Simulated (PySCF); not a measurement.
Lowest triplet excitation (TDA) (eV) of eight silicon and germanium compounds: TDA-PBE beside TDA-ωB97X, computed with PySCF for isolated molecules in the bases named; differences from unrounded values. The eight are the first of their class met in an unordered collection, after screening for sound electronic states; none was chosen by its value. Each molecule has one DFT geometry for both levels.

```
molecule                                                          basis  TDA-ωB97X
------------------------------------------------------------  ---------  ---------
1,3-azasiletidine (C2H7NSi), SMILES C1NC[SiH2]1               def2-SVPD       6.14
N-(silylmethyl)propan-1-amine (C4H13NSi), SMILES CCCNC[SiH3]  def2-SVPD       6.28
Si(F)(Me)(SH)2 (CH5FS2Si), SMILES C[Si](F)(S)S                def2-SVPD       5.84
Si(Cl)(OH)2(OMe) (CH5ClO3Si), SMILES CO[Si](O)(O)Cl           def2-SVPD       8.03
CH11ClSi4, SMILES [SiH3][SiH]([SiH3])C[SiH2]Cl                def2-SVPD       5.89
C2H12OSi3, SMILES [C@H](C)([SiH3])O[SiH2][SiH3]               def2-SVPD       5.85
C4H11NSi, SMILES CC/N=C(\C)[SiH3]                             def2-SVPD       3.70
C2H9NSi3, SMILES [SiH3]C1=N[SiH2][SiH2]C1                     def2-SVPD       3.25
```

**Question.** Estimate the TDA-PBE values and say how TDA-PBE differs from TDA-ωB97X over the set. (An estimate is asked for; the answer gives what the named calculation found.)

**Answer.** 
```json
[
 {"molecule": "1,3-azasiletidine (C2H7NSi), SMILES C1NC[SiH2]1", "TDA-PBE": "4.49", "difference": "-1.65"},
 {"molecule": "N-(silylmethyl)propan-1-amine (C4H13NSi), SMILES CCCNC[SiH3]", "TDA-PBE": "4.80", "difference": "-1.48"},
 {"molecule": "Si(F)(Me)(SH)2 (CH5FS2Si), SMILES C[Si](F)(S)S", "TDA-PBE": "5.17", "difference": "-0.67"},
 {"molecule": "Si(Cl)(OH)2(OMe) (CH5ClO3Si), SMILES CO[Si](O)(O)Cl", "TDA-PBE": "6.12", "difference": "-1.92"},
 {"molecule": "CH11ClSi4, SMILES [SiH3][SiH]([SiH3])C[SiH2]Cl", "TDA-PBE": "5.22", "difference": "-0.67"},
 {"molecule": "C2H12OSi3, SMILES [C@H](C)([SiH3])O[SiH2][SiH3]", "TDA-PBE": "5.07", "difference": "-0.78"},
 {"molecule": "C4H11NSi, SMILES CC/N=C(\\C)[SiH3]", "TDA-PBE": "3.34", "difference": "-0.36"},
 {"molecule": "C2H9NSi3, SMILES [SiH3]C1=N[SiH2][SiH2]C1", "TDA-PBE": "2.93", "difference": "-0.32"}
]
```
TDA-PBE lies below TDA-ωB97X in 8 and above it in 0 of the eight; the mean signed difference is -0.98 and the largest -1.92 eV.
